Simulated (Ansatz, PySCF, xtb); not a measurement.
Complex: GeH4 (SMILES [GeH4]) (first 5 atoms) with C2H6 (SMILES CC); geometry from B3LYP-D3(BJ)/def2-TZVP, rigid monomers moved along the line of their centres of mass till Ge1···C6 is 3.44 Å.
(charge 0, multiplicity 1):
```xyz
13

Ge    -0.1545     0.1485    -0.2464
H     -0.5052    -0.0597    -1.7277
H      0.4200    -1.1531     0.3312
H     -1.4220     0.5348     0.5293
H      0.8864     1.2701    -0.1198
C      0.5460     0.5050     3.1073
C     -0.4016    -0.6436     3.4401
H      0.9955     0.9235     4.0098
H      0.0239     1.3155     2.5951
H      1.3597     0.1740     2.4589
H      0.1212    -1.4527     3.9537
H     -0.8505    -1.0625     2.5378
H     -1.2146    -0.3116     4.0886
```

Counterpoise-corrected where a basis set is named; no monomer relaxation. Rows marked so take none.

Rows in 3-21G, 6-31G* carry no dispersion term and start afresh at each structure (6-31G* with six Cartesian d functions); the Pople sets are all-electron and without relativity.

The values were computed with Ansatz (Gaussian basis) for Hartree–Fock, density functionals and correlated methods; PySCF for 3-21G rows, 6-31G* rows, the dispersion terms; xtb for the GFN methods. 

```
level                           interaction energy (kcal/mol)
------------------------------  -----------------------------
GFN-FF                                                  -0.74
HF/3-21G (no counterpoise)                               1.78
PBE/def2-TZVPPD                                          1.14
PBE-D3(BJ)/def2-TZVPPD                                  -0.60
r2SCAN-D3(BJ)/def2-TZVPPD                               -0.35
r2SCAN-D4/def2-TZVPPD                                   -0.25
B3LYP/6-31G*                                             2.56
B3LYP/6-31G* (no counterpoise)                           2.09
PBE0-D4/def2-TZVPPD                                         …
```

Problem. Fill in the missing entries.

Solution. 
- PBE0-D4/def2-TZVPPD, interaction energy (kcal/mol): -0.50

Ansatz is a first-principles code.
